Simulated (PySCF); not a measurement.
Choosing a molecule for a target property.

All species are isolated and taken at one optimised geometry, non-relativistic unless stated; the electronic structure was computed with PySCF and density fitting.

The conformers computed, where there is a choice (atom-mapped SMILES and torsion angles):
- `[CH3:1][C:2](=[O:3])[CH2:4][CH2:5][N:6]([CH3:7])[CH3:8]`: C1–C2–C4–C5 -81°, C2–C4–C5–N6 70°, C4–C5–N6–C7 -150°
- `[N:1]#[C:2][C@H:3]([SiH3:4])[CH2:5][CH:6]=[O:7]`: C2–C3–C5–C6 -167°, C3–C5–C6–O7 0°
- `[CH3:1][CH2:2][N:3]([CH2:4][CH3:5])[C:6]([CH3:7])=[O:8]`: C1–C2–N3–C4 88°, C2–N3–C4–C5 86°, C2–N3–C6–C7 180°

The conformers of `N#C[C@]1(F)CCNC[SiH2]1` and `N#C[C@H]1SCCC1=O` aren't listed.

(1) Wanted: HOMO energy between -7 eV and -6.6 eV (PBE0/pcSseg-1) and HOMO–LUMO gap below 6.5 eV (PBE0/pcSseg-1), at GFN2-xTB geometries. Which candidate meets both?
A. `N#C[C@H]([SiH3])CC=O`
B. `N#C[C@H]1SCCC1=O`
C. `O=C(C)CCN(C)C`
D. `CCN(CC)C(C)=O`
E. `N#C[C@]1(F)CCNC[SiH2]1`
F. `Clc1c(C)cccc1F`

## Answers

(1) E. Computed values:
```csv
species,HOMO energy,HOMO–LUMO gap
N#C[C@H]([SiH3])CC=O,-8.12 eV,6.88 eV
N#C[C@H]1SCCC1=O,-7.46 eV,5.78 eV
Clc1c(C)cccc1F,-7.26 eV,6.59 eV
CCN(CC)C(C)=O,-6.79 eV,7.79 eV
N#C[C@]1(F)CCNC[SiH2]1,-6.66 eV,6.19 eV
O=C(C)CCN(C)C,-6.47 eV,6.36 eV
```
